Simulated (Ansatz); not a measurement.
Two isomers of CH6O3Si: A = `OCO[SiH2]O`, B = `OC(O)O[SiH3]`.

Program: Ansatz. Geometries: PBE0-D4/def2-TZVP. ΔE: electronic, gas phase. CBS: MP2 limit from def2 TZ/QZ plus the TZ coupled-cluster correction, frozen cores. Functionals use def2-TZVPP. B3LYP here is the variant with VWN-RPA as its local correlation; programs differ in this. One conformer a species, not always the lowest.

(1) Which is lower in electronic energy at CCSD(T)/CBS, and by how much? (Estimate.)

(2) Give E(B) − E(A) in kcal/mol with PBE0-D4, HF/def2-TZVPP, r2SCAN-D4, CCSD/def2-TZVPP, B2PLYP, B3LYP, PBE-D4. (An estimate is asked.)

Largest T1 diagnostic: 0.012.

Answers

(1) The calculation gave: A, by 33.6 kcal/mol.

(2) The calculation gave: PBE0-D4 31.1, HF/def2-TZVPP 32.6, r2SCAN-D4 32.0, CCSD/def2-TZVPP 32.9, B2PLYP 33.5, B3LYP 32.8, PBE-D4 30.6. None reverses the order clearly.
